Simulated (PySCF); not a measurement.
**Simulated absorption spectrum**

C6H3FO2S.
Structure used (GFN2-xTB), in Å, numbered top down from 1:
```xyz
13
C6H3FO2S angstrom
O     -2.9311    1.5355   -0.8746
C     -2.1104    1.2522   -0.0425
C     -0.9008    0.4646   -0.2900
C     -0.5685   -0.0480   -1.5280
S      0.8850   -0.9166   -1.5238
C      1.0944   -0.6104    0.1763
C      2.2347   -1.1047    0.9125
O      2.4971   -0.9679    2.0594
F      3.0794   -1.8170    0.1051
C      0.0617    0.1366    0.6876
H     -2.2137    1.5793    1.0090
H     -1.1407    0.0663   -2.4290
H      0.0084    0.4309    1.7204
```

The calculation used PySCF, TDDFT B3LYP/def2-SVPD, vertical, gas phase, core orbitals frozen in the response.

Computed states:

```tsv
state	E (eV)	f
S1	3.66	0.0003
S2	4.43	0.0000
S3	4.74	0.025
S4	4.77	0.089
S5	5.03	0.0000
S6	5.48	0.373
S7	5.60	0.300
S8	6.07	0.0001
```

Each state is given a Gaussian of 0.5 eV full width at half maximum, with ε(max) = 2.175×10⁸ f / Δν̃ (Δν̃ the width in cm⁻¹). The width is an assumption, not a result. The curve ends short of the highest state used, and states not computed would add to its high-energy end.

Task: Give the broadened spectrum and its maxima.

Result: 
(E (eV), ε (L mol⁻¹ cm⁻¹)): (2.91, 0), (3.02, 0), (3.14, 1), (3.25, 2), (3.36, 5), (3.47, 10), (3.58, 13), (3.69, 14), (3.80, 12), (3.91, 9), (4.03, 19), (4.14, 83), (4.25, 329), (4.36, 1004), (4.47, 2352), (4.58, 4218), (4.69, 5805), (4.81, 6171), (4.92, 5422), (5.03, 5349), (5.14, 8297), (5.25, 15570), (5.36, 25529), (5.47, 33340)

Maxima: 338 nm (3.66 eV), ε about 15, made up of S1 (100%); 260 nm (4.77 eV), ε about 6200, made up of S3 (21%) and S4 (77%) (ε in L mol⁻¹ cm⁻¹; maxima over ε = 5, shares over 10%). At its high-energy end, 5.47 eV, the curve is still rising (ε about 33000, from S6 and S7).

Task: Coming from long wavelengths, where does ε first pass 100 L mol⁻¹ cm⁻¹?

Result: At about 298 nm (4.15 eV), 0.49 eV above S1.

Task: What would ε be at 4.77 eV, the highest of these maxima, with half the width (0.25 eV)?

Result: About 12200 L mol⁻¹ cm⁻¹ against 6240, a factor of about 1.96; a lone state at its own centre would give exactly 2.

Task: On this curve, what absorbance would a 10⁻⁵ mol/L sample give at 248 nm over a 1 cm path?

Result: 248 nm is 4.999 eV, where ε is about 5200 L mol⁻¹ cm⁻¹, so A = ε c l ≈ 0.052 (Beer–Lambert, with the gas-phase spectrum and the assumed width).

The run took 54 s wall (grids of density and orbitals included) on one thread of an Arm Neoverse V1, no GPU, on a shared host, and the process peaked at 0.96 GiB of memory.

One conformer stands for the species.
